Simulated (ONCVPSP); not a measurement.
**carbon: excitation energies, all-electron against ONCV**

- Element: C (Z = 6)
- Generator: ONCVPSP 4.0.1
- Type: optimised norm-conserving Vanderbilt (ONCV)
- Functional: PBEsol
- Relativity: scalar-relativistic
- Frozen core: [He]
- Valence charge: 4
- Reference configuration: 2s2 2p2
- Partial waves: 2s: rc 1.10 bohr, ncon 4, nbas 7, qcut 7.4 1/bohr, 2 projectors, debl 1.1 Ha; 2p: rc 3.10 bohr, ncon 3, nbas 7, qcut 5.5 1/bohr, 2 projectors, debl 2.5 Ha
- Local potential: polynomial inside 0.90 bohr (lpopt 5, dvloc0 1 Ha)
- Core correction: polynomial model core, fcfact 0.5

Energies are relative to the spin-unpolarised reference configuration 2s2 2p2; without spin polarisation the order of configurations can differ from experiment.

```
valence configuration  charge  ΔE all-electron (eV)  error AE − PS (meV)
              2s2 2p1      +1                10.789                 +139
              2s2 2p0      +2                34.807                +1048
              2s1 2p0      +3                82.771                +2019
```

**Question.** What are ΔE and the potential's error for 2s0 2p4?

**Answer.** ΔE = 16.872 eV all-electron; the error (AE − PS) is -130 meV.
